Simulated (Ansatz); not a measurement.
`BrB1CC1` and `ClB1CC1` differ in one atom or group.

Ansatz, PBE0-D4/def2-TZVP geometries, multiplicity 1. 

Scalar relativity is left out up to krypton.

```json
{"property": "size of the dipole moment (ωB97M-V/def2-TZVPP) / D", "`BrB1CC1`": "0.88"}
{"property": "LUMO energy (PBE/def2-TZVPP) / eV", "`BrB1CC1`": "-2.27"}
{"property": "LUMO energy (ωB97M-V/def2-TZVPP) / eV", "`BrB1CC1`": "0.75"}
{"property": "HOMO energy (PBE0/def2-TZVPP) / eV", "`BrB1CC1`": "-7.20"}
{"property": "HOMO–LUMO gap (PBE/def2-TZVPP) / eV", "`BrB1CC1`": "3.67"}
{"property": "LUMO energy (PBE0/def2-TZVPP) / eV", "`BrB1CC1`": "-1.31"}
```

What does the change do to each property? (Estimate.)

Computed: 
| property | `ClB1CC1` | shift |
| --- | --- | --- |
| size of the dipole moment (ωB97M-V/def2-TZVPP) / D | 0.80 | -0.08 |
| LUMO energy (PBE/def2-TZVPP) / eV | -2.14 | 0.13 |
| LUMO energy (ωB97M-V/def2-TZVPP) / eV | 0.96 | 0.21 |
| HOMO energy (PBE0/def2-TZVPP) / eV | -7.27 | -0.07 |
| HOMO–LUMO gap (PBE/def2-TZVPP) / eV | 3.83 | 0.16 |
| LUMO energy (PBE0/def2-TZVPP) / eV | -1.14 | 0.17 |

With PBE0 the HOMO falls by 0.07 eV and the LUMO rises by 0.17 eV, so the gap widens by about 0.24 eV. PBE moves the HOMO by -0.03 eV and ωB97M-V by -0.09 eV. Dipoles are sizes alone; their direction can turn.

Spin–orbit coupling is left out; it splits and shifts lone-pair levels of the heavy atoms by tenths of an eV.
